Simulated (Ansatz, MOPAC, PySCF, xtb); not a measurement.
Dimer: C2H2 (SMILES C#C) (first 4 atoms) with H2S (SMILES S); geometry from B3LYP-D3(BJ)/def2-TZVP, rigid monomers moved along the line of their centres of mass till C2···H7 is 4.74 Å.
(charge 0, multiplicity 1):
```xyz
7

C     -0.51234     0.75208     0.16927
C     -0.53788    -0.43811     0.04183
H     -0.48874     1.80894     0.28204
H     -0.55902    -1.49514    -0.06996
S      1.77943    -0.62372     5.64602
H      0.52568    -0.63914     6.12585
H      1.35728    -0.42621     4.38500
```

Interaction energies are E(AB) − E(A) − E(B) at the monomers' geometry in the complex; basis-set methods are counterpoise corrected. Rows marked so take none.

Correlated levels freeze the cores. CBS: X⁻³ extrapolation of the correlation energy, Hartree–Fock from the larger set. Rows in STO-3G carry no dispersion term and start afresh at each structure. The state that AM1 reach isn't checked.

Codes used: Ansatz (Gaussian basis) for Hartree–Fock, density functionals and correlated methods; MOPAC for AM1 (differences of heats of formation); PySCF for STO-3G rows, the dispersion terms; xtb for the GFN methods. Each number belongs to the level named beside it.

```csv
level,interaction energy (meV)
GFN-FF,-5.2
AM1,-4.9
GFN2-xTB,-11.3
HF/STO-3G (no counterpoise),-3.0
HF/aug-cc-pV(T+d)Z,-9.5
B3LYP-D3(BJ)/def2-TZVPPD,-11.3
PBE0-D3(BJ)/def2-TZVPPD,-13.7
PBE0-D4/def2-TZVPPD,-13.5
"CCSD(T)/CBS(aug-cc-pV(D+d)Z, aug-cc-pV(T+d)Z)",…
```

### Question
Some entries are withheld; supply them.

### Answer

- CCSD(T)/CBS(aug-cc-pV(D+d)Z, aug-cc-pV(T+d)Z), interaction energy (meV): -12.1

Ansatz is an electronic-structure program.
